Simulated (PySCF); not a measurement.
Species: C₅H₉OP.
Numbering: `[CH3:1][CH2:2][C@@H:3]([CH3:4])[P:5]=[C:6]=[O:7]` (hydrogens: H8, H9, H10 on C1; H11, H12 on C2; H13 on C3; H14, H15, H16 on C4)

The calculation used TDDFT B3LYP/def2-SVPD, vertical, gas phase, core orbitals frozen in the response in PySCF 2.14.0, density-fitted response routines. Geometry: GFN2-xTB, one conformer, isolated molecule. Torsions of this conformer, `[CH3:1][CH2:2][C@@H:3]([CH3:4])[P:5]=[C:6]=[O:7]`: C1–C2–C3–C4 173°, C2–C3–P5–C6 99°.

Computed states:

| state | E (eV) | f |
| --- | --- | --- |
| S1 | 2.94 | 0.0004 |
| S2 | 4.87 | 0.0091 |
| S3 | 5.69 | 0.012 |
| S4 | 5.95 | 0.019 |
| S5 | 6.35 | 0.075 |
| S6 | 6.42 | 0.125 |
| S7 | 6.62 | 0.013 |
| S8 | 6.63 | 0.023 |

Each state is given a Gaussian of 0.3 eV full width at half maximum, with ε(max) = 2.175×10⁸ f / Δν̃ (Δν̃ the width in cm⁻¹). The width is an assumption, not a result. The curve ends short of the highest state used, and states not computed would add to its high-energy end.

Q: Give the broadened spectrum and its maxima.

A: 
(E (eV), ε (L mol⁻¹ cm⁻¹)): (2.49, 0), (2.59, 1), (2.69, 5), (2.79, 18), (2.89, 32), (2.99, 31), (3.09, 16), (3.19, 5), (3.30, 1), (3.40, 0), (3.50, 0), (3.60, 0), (3.70, 0), (3.80, 0), (3.90, 0), (4.01, 0), (4.11, 0), (4.21, 0), (4.31, 0), (4.41, 1), (4.51, 15), (4.61, 101), (4.72, 407), (4.82, 757), (4.92, 761), (5.02, 413), (5.12, 121), (5.22, 20), (5.32, 18), (5.43, 138), (5.53, 508), (5.63, 1057), (5.73, 1435), (5.83, 1719), (5.93, 1950), (6.03, 1866)

Maxima: 422 nm (2.93 eV), ε about 34, made up of S1 (100%); 255 nm (4.87 eV), ε about 820, made up of S2 (100%); 209 nm (5.94 eV), ε about 2000, made up of S4 (89%) (ε in L mol⁻¹ cm⁻¹; maxima over ε = 5, shares over 10%). At its high-energy end, 6.03 eV, the curve is still rising (ε about 1900, from S4 and S5).

Q: On this curve, what absorbance would a 10⁻³ mol/L sample give at 280 nm over a 1 cm path?

A: 280 nm is 4.428 eV, where ε is about 2 L mol⁻¹ cm⁻¹, so A = ε c l ≈ 0.002 (Beer–Lambert, with the gas-phase spectrum and the assumed width).

Q: Does any computed singlet lie in the visible range?

A: S1 lies in the visible range (380 to 750 nm), at 422 nm, dark in the vertical dipole picture (f under 0.0005); light of that wavelength is violet, and its complementary colour is yellow-green; a Tamm–Dancoff triplet lies at 479 nm, without intensity as long as spin–orbit coupling is left out.

Q: Coming from long wavelengths, where does ε first pass 100 L mol⁻¹ cm⁻¹?

A: At about 269 nm (4.61 eV), 1.68 eV above S1.

The run took 34 s on one thread, Arm Neoverse V2 (aarch64), shared host with 96 logical CPUs at a one-minute load of 23, and the process peaked at 0.87 GiB of memory.
